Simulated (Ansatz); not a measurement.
Consider the ligand exchange at a Zr–O bond: `[OH][Zr]([OH])([OH])[SH]` + HCl → `[OH][Zr]([OH])([SH])[Cl]` + H₂O.

Gas-phase electronic energies from Ansatz, PBE0-D4/def2-TZVP geometries. CCSD(T)/CBS is the MP2 limit (def2-TZVPP, def2-QZVPP) plus CCSD(T) − MP2 in def2-TZVPP, frozen cores. This one scheme is used for every species. DFT in def2-TZVPP. B3LYP here is the variant with VWN-RPA as its local correlation; programs differ in this. def2 core potentials past Kr. For Zr outer-core shells are correlated without core-valence functions, which leaves a few kJ/mol of doubt a bond. Each species was taken in one conformer, which may not be the lowest.

`[OH][Zr]([OH])([OH])[SH]`:

Cartesian coordinates in Å:
```
O -0.871 1.638 0.898
Zr -0.067 0.117 0.060
O 1.218 0.591 -1.282
O -1.385 -1.034 -0.724
S 1.088 -1.078 1.902
H -1.163 2.520 1.107
H 1.679 0.710 -2.106
H -2.178 -1.531 -0.901
H 1.679 -1.933 1.046
```

HCl:

Cartesian coordinates in Å:
```
Cl 0.231 -0.435 0.408
H -0.231 0.435 -0.408
```

`[OH][Zr]([OH])([SH])[Cl]`:

Cartesian coordinates in Å:
```
O -1.441 -0.548 0.751
Zr 0.007 0.303 -0.136
O 1.261 1.122 1.028
S 1.269 -1.411 -1.357
Cl -0.879 1.909 -1.629
H -2.110 -0.882 1.343
H 1.760 1.540 1.724
H 0.133 -2.034 -1.725
```

H₂O:

Z-matrix (Å, degrees):
```
O
H 1 0.960
H 1 0.960 2 105.1
```

```
          level  ΔE (kJ/mol)
       B3LYP-D4        -39.8
        ωB97X-V        -37.0
           PBE0        -44.1
CCSD/def2-TZVPP        -38.1
```

(1) What does CCSD(T)/CBS give? (An estimate is asked.)

Largest T1 diagnostic among the species: 0.017.

## Answers

(1) The calculation gave: -43.0 kJ/mol. The listed levels differ from it by 3.2, 6.0, -1.1, 4.9 kJ/mol.

From PBE to PBE0 (25 % exact exchange), in def2-TZVPP and without D4, ΔE moves by −3.1 kJ/mol.
